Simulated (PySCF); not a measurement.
Geometries of 2 isomers of BGeH8NSi, from PBE0-D3(BJ)/def2-SVP geometry optimisation, gas phase in PySCF. One conformer each, no zero-point energy, no frequencies.

Task: Which isomer lies lower at this level?
A.
```xyz
12
angstrom
B      0.217    1.552    0.098
N      0.171    0.152   -0.051
Si     1.641   -0.829    0.025
Ge    -1.463   -0.709   -0.362
H      1.279    2.101    0.300
H     -0.801    2.207    0.026
H      1.428   -1.960    0.980
H      2.781    0.017    0.470
H      1.933   -1.422   -1.317
H     -2.542    0.373   -0.472
H     -1.335   -1.520   -1.666
H     -1.736   -1.670    0.809
```
B.
```xyz
12
angstrom
B      2.519    0.266    0.385
Ge     0.788   -0.792    0.065
N     -0.666    0.342   -0.033
Si    -2.342   -0.042    0.186
H      3.537   -0.306    0.695
H      2.560    1.464    0.232
H      0.959   -1.607   -1.249
H      0.462   -1.812    1.175
H     -0.451    1.260   -0.411
H     -3.073   -0.405   -1.074
H     -2.424   -1.215    1.109
H     -3.060    1.126    0.786
```

Result: A. That is `B[N]([SiH3])[GeH3]`, 36.9 kcal/mol below the other.

| SMILES | atoms numbered as above | E (Eh) | relative (kcal/mol) | relative (kJ/mol) | dipole (D) |
| --- | --- | --- | --- | --- | --- |
| B[N]([SiH3])[GeH3] | [BH2:1][N:2]([SiH3:3])[GeH3:4] | -2450.04349 | 0.0 | 0.0 | 1.36 |
| [BH2][GeH2][NH][SiH3] | [BH2:1][GeH2:2][NH:3][SiH3:4] | -2449.98462 | 36.9 | 154.6 | 1.51 |

As drawn, the lower has a B–N bond, which the higher lacks; the higher has an N–H bond, which the lower lacks.
